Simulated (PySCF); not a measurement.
ZnBr2(H2O)2 (singlet state).
Structure used (PBE0-D3(BJ)/def2-SVP), in Å, numbered top down from 1:
```
atom  x, y, z in Å
Zn1    0.4688    0.0514    0.3826
Br2    0.1213    0.2649    2.6511
Br3    2.1217    0.0309   -1.2656
O4    -0.6515    1.6079   -0.4845
H5    -0.0750    1.9555   -1.1819
H6    -0.7994    2.3263    0.1454
O7    -0.4194   -1.7756   -0.1469
H8    -0.5290   -2.3673    0.6098
H9     0.1923   -2.2093   -0.7600
```

Computed, not measured: PySCF, TDDFT CAM-B3LYP/def2-SVPD, vertical, gas phase, core orbitals frozen in the response. The CAM-B3LYP/def2-SVPD calculation is non-relativistic and has no spin–orbit coupling, an omission that weighs most on bromine.

Ground-to-excited transition dipoles (e·a0, same axes as the geometry; the sign carries no meaning), for the states with f of 0.002 or more among the lowest 8:

```tsv
state	E (eV)	μx	μy	μz
S1	5.908	0.288	-0.013	-0.345
S2	6.016	-0.021	0.142	-0.019
S3	6.168	0.729	0.121	0.435
S4	6.265	0.075	-1.040	0.102
S6	6.951	0.226	-0.038	-0.342
S7	7.000	-0.036	0.389	-0.076
S8	7.102	-0.290	0.023	0.532
```

(1) What oscillator strength does each state have?

(2) What angle do the transition dipoles of S4 and S8 make?

Answers

(1) f = (2/3) ΔE |μ|² with ΔE in hartree (27.2114 eV).

```tsv
state	|μ|² (au)	|μ| (D)	f
S1	0.202	1.14	0.029
S2	0.021	0.37	0.003
S3	0.735	2.18	0.111
S4	1.098	2.66	0.169
S6	0.169	1.05	0.029
S7	0.158	1.01	0.027
S8	0.368	1.54	0.064
```

(2) |cos θ| = |μa·μb| / (|μa| |μb|) = 0.01, so θ ≈ 89° (taken between 0 and 90°, since the signs are arbitrary).

Time: 82 s of wall time (with the writing of density and orbital grids); peak memory 0.90 GiB. Hardware: an Arm Neoverse V1 with one thread, on a shared host.
